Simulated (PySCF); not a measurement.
Job file and geometry (Å, from GFN2-xTB) of an NMR shielding run on `C[C@@H]1[C@@H]([SiH3])P1[SiH3]`, C$_{3}$H$_{11}$PSi$_{2}$, GIAO PBE0/pcSseg-1 NMR shielding, non-relativistic, gas phase (PySCF 2.14.0, density-fitted response routines); density fitting, a coarse starting grid and PySCF grid level 2 are the driver's defaults:

```
$ OMP_NUM_THREADS=1 python probes_run.py task.json out

{"job": {"kind": "nmr", "xc": "PBE0", "basis": "pcSseg-1"}, "charge": 0, "multiplicity": 1}
C     -0.348139     2.473750     0.278792
C     -0.254369     0.968734     0.273037
C      0.635295     0.285681    -0.721231
Si     1.898026    -1.017600    -0.205156
P     -1.182840     0.011928    -1.019569
Si    -1.663404    -1.884628     0.071010
H      0.530428     2.899342     0.765282
H     -0.402230     2.857351    -0.738533
H     -1.234289     2.803044     0.818884
H     -0.269789     0.534320     1.269832
H      1.018444     0.967627    -1.481130
H      2.066042    -2.002866    -1.273314
H      3.156991    -0.304203     0.030976
H      1.463434    -1.670341     1.031591
H     -1.490358    -1.777086     1.524256
H     -3.076067    -2.126922    -0.222861
H     -0.854174    -3.006100    -0.411776
```

**Question.** Write the output of this run.

**Answer.** 
```
coarse grid: 14952 points
cycle   1  E = -1040.6086013569  dE =  3.584e-01  |g| = 3.236e-01  |ddm| = 3.715e+00
cycle   2  E = -1040.5903908599  dE =  1.821e-02  |g| = 4.084e-01  |ddm| = 7.054e-01
cycle   3  E = -1040.6348227188  dE = -4.443e-02  |g| = 7.660e-02  |ddm| = 5.123e-01
cycle   4  E = -1040.6363802269  dE = -1.558e-03  |g| = 2.671e-02  |ddm| = 1.298e-01
cycle   5  E = -1040.6365644636  dE = -1.842e-04  |g| = 4.054e-03  |ddm| = 3.144e-02
cycle   6  E = -1040.6365682080  dE = -3.744e-06  |g| = 1.123e-03  |ddm| = 8.116e-03
final grid: 128496 points
cycle   7  E = -1040.6715551933  dE = -2.802e-05  |g| = 7.634e-03  |ddm| = 3.064e-02
cycle   8  E = -1040.6715310992  dE =  2.409e-05  |g| = 1.194e-02  |ddm| = 2.000e-02
cycle   9  E = -1040.6715704759  dE = -3.938e-05  |g| = 1.121e-03  |ddm| = 1.408e-02
cycle  10  E = -1040.6715708215  dE = -3.456e-07  |g| = 2.091e-04  |ddm| = 1.541e-03
cycle  11  E = -1040.6715708310  dE = -9.571e-09  |g| = 5.776e-05  |ddm| = 2.159e-04
cycle  12  E = -1040.6715708319  dE = -8.574e-10  |g| = 2.444e-05  |ddm| = 1.101e-04
converged SCF energy = -1040.6715708319

GIAO shielding tensors (ppm)
atom      isotropic    diamagn.    paramagn.     s11        s22        s33       span
  0 C      161.922     244.372     -82.451    142.735    155.258    187.772     45.037
  1 C      152.748     255.093    -102.345    120.244    156.094    181.906     61.663
  2 C      176.702     260.094     -83.392    147.345    183.254    199.506     52.162
  3 Si     415.134     880.497    -465.364    374.001    409.240    462.160     88.158
  4 P      619.758     968.146    -348.388    402.742    524.872    931.661    528.919
  5 Si     426.536     880.928    -454.392    385.598    425.980    468.029     82.431
  6 H       29.742      28.929       0.814     24.275     27.229     37.723     13.447
  7 H       31.248      29.742       1.506     26.498     29.029     38.218     11.720
  8 H       29.597      28.506       1.091     24.537     26.910     37.345     12.808
  9 H       30.035      34.505      -4.470     23.457     29.422     37.226     13.769
 10 H       31.574      33.609      -2.035     24.632     28.477     41.614     16.983
 11 H       27.407      29.404      -1.997     23.545     25.373     33.303      9.758
 12 H       27.213      29.269      -2.056     23.247     25.078     33.315     10.068
 13 H       28.115      30.267      -2.152     24.259     27.329     32.756      8.497
 14 H       28.034      30.184      -2.150     23.921     26.488     33.693      9.772
 15 H       27.888      29.566      -1.678     24.104     25.276     34.285     10.181
 16 H       27.749      29.761      -2.012     23.543     26.463     33.240      9.697
```

Size and cost of the density-fitted run: 178 basis functions, 80 s wall time (70 s CPU) on 1 thread of an Intel Xeon, shared host; peak memory 0.76 GiB.
